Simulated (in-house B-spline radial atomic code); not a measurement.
## LDA exchange-only excitations of the tungsten ion W⁶⁺

Method: LDA exchange-only. Computed with an all-electron radial atomic-structure program (B-spline basis): linear response of the closed shell [Xe] 4f14 with the functional's adiabatic kernel; scalar-relativistic (spin-free one-electron X2C), finite nucleus, no spin-orbit coupling, no double excitations, S, P, D and F terms only; shells from n = 3 respond. Only terms of natural parity with L up to 3 were computed.

Spin-orbit coupling is strong here, so these LS terms don't match observed levels.

Command:
```bash
python run_td.py task.json out
```
Settings (radii: box in bohr, nucleus in fm):
```
Z                        74
electrons                68
configuration            [Xe] 4f14
hamiltonian              x2c
method                   lda,
box_radius               14.35
rms_radius               5.3658
intervals                69
```

Run time, properties included: 2.5 s on 1 thread of Intel(R) Xeon(R) Platinum 8559C (Emerald Rapids) (shared host).

The lowest states, in the order of their Tamm-Dancoff energies; the method's threshold (minus the highest occupied level) is 107.38 eV. Labels give the largest channel, * marks a mixed state, and oscillator strengths are full-response dipole values. Semilocal kernels can invert the small singlet-triplet splittings of Rydberg terms. Energies in eV:

| state | full response | Tamm-Dancoff | oscillator strength |
| --- | --- | --- | --- |
| 4f → 5d 3P | 36.91 | 36.95 | - |
| 4f → 5d 3F | 37.39 | 37.40 | - |
| 4f → 5d 1F | 38.08 | 38.10 | - |
| 4f → 5d 1P | 39.44 | 39.63 | 0.0634 |
| 5p → 5d 3P | 43.03 | 43.10 | - |
| 5p → 5d 3F | 43.67 | 43.72 | - |
| 5p → 5d 1F | ? | ? | - |
| 4f → 6s 3F | 48.60 | 48.60 | - |
| 4f → 6s 1F | 48.79 | 48.80 | - |
| 5p → 5d 1P | 53.89 | 55.46 | 4.47 |
| 5p → 6s 3P | 55.46 | 55.47 | - |
| 5p → 6s 1P | 56.42 | 56.67 | 1.96 |
| 4f → 6p 3D | 59.44 | 59.44 | - |
| 4f → 6p 1D | ? | ? | - |
| 5p → 6p 3S | 65.67 | 65.69 | - |
| 5p → 6p 3D | 66.39 | 66.40 | - |

Problem. Where does 4f → 6p 1D lie?

Solution. At 59.81 eV in full response, 59.82 eV in Tamm-Dancoff.

Problem. Where does 5p → 5d 1F lie?

Solution. At 46.12 eV in full response, 46.18 eV in Tamm-Dancoff.

Problem. How large is the singlet-triplet splitting of 4f → 5d (F terms) in Tamm-Dancoff?

Solution. 0.693 eV, from the unrounded values.

Problem. What polarisabilities and dispersion coefficient does the method give?

Solution. Dipole 2.05 bohr³, quadrupole 2.618 bohr⁵, C6 7.774 hartree·bohr⁶ for two such species.
